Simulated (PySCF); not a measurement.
# Ga: excitation energy

Ga [Ar] 3d10 4s2 4p1 (2P) → Ga [Ar] 3d10 4s1 4p2 (4P), as a difference of total energies. Calculation: PySCF 2.14, in ANO-RCC-VTZP (6s5p3d1f, 43 functions); the spin-free X2C one-electron Hamiltonian (Gaussian nucleus). Correlated levels: valence: [Ar] 3d10 frozen. The calculations carry no spin-orbit coupling.

```json
{"method": "UHF", "excitation energy (cm⁻¹)": "26481"}
{"method": "MP2 (valence)", "excitation energy (cm⁻¹)": "31583"}
{"method": "SCS-MP2 (valence)", "excitation energy (cm⁻¹)": "33520"}
{"method": "CCSD (valence)", "excitation energy (cm⁻¹)": "33909"}
{"method": "CCSD(T) (valence)", "excitation energy (cm⁻¹)": "34027"}
{"method": "CCSDT (valence)", "excitation energy (cm⁻¹)": "34077"}
{"method": "FCI (valence)", "excitation energy (cm⁻¹)": "34077"}
```
